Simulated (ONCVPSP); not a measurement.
**Zn (Z = 30), ONCV: configuration errors across variants**

| Item | Value |
| --- | --- |
| Element | Zn |
| Generator | ONCVPSP 4.0.1 |
| Type | optimised norm-conserving Vanderbilt (ONCV) |
| Functional | PBEsol |
| Relativity | scalar-relativistic |
| Frozen core | [Ne] 3s2 |
| Valence charge | 18 |
| Reference configuration | 3p6 3d10 4s2 |
| Partial waves | 4s: rc 2.15 bohr, ncon 4, nbas 7, qcut 3.3 1/bohr, 1 projector; 3p: rc 0.85 bohr, ncon 4, nbas 8, qcut 15 1/bohr, 1 projector; 3d: rc 1.50 bohr, ncon 3, nbas 7, qcut 10.5 1/bohr, 2 projectors, debl 3.1 Ha; f scattering state at 0.25 Ha: rc 2.35 bohr, ncon 4, nbas 7, qcut 4.1 1/bohr, 2 projectors, debl 1.2 Ha |
| Local potential | polynomial inside 0.85 bohr (lpopt 5, dvloc0 6 Ha) |
| Core correction | Teter function, fcfact 1.75, rcfact 1.1 |

All-electron excitation energies from the reference (eV): (1) 3p6 3d10 4s1 9.900; (2) 3p6 3d10 4s0 28.249; (3) 3p6 3d9 4s0 68.758; (4) 3p5 3d10 4s2 91.891.

A true bound ghost makes a file unfit for plane-wave use even where its test errors are small: the radial tests pick states by their node count and pass the ghost by.

Errors AE − PS in meV (a dash: test not solved or not reliable):

```tsv
change	(1)	(2)	(3)	(4)	bound ghosts	GHOST(+) flags above zero
base	-1.7	-13	+56	-438	s	f
d: qcut 6.2	+2.6	+6.8	+106	-1015	s	f
d: qcut 7.5	+1.2	+2.1	+92	-773	s	f
d: qcut 8.7	0.0	-3.9	+76	-610	s	f
d: qcut 9.8	-1.1	-9.4	+63	-498	s	f
d: qcut 10.8	-2.0	-14	+53	-414	s	f
d: qcut 13	-3.3	-22	+39	-291	s	f
d: qcut 14.2	-3.5	-23	+37	-272	s	f
d: qcut 15.5	-3.6	-24	+36	-263	s	f
```

(1) Give the same row for: d: qcut 11.9.

## Answers

(1) -2.9, -19, +44, -335; bound ghosts: s; GHOST(+) flags above zero: f.
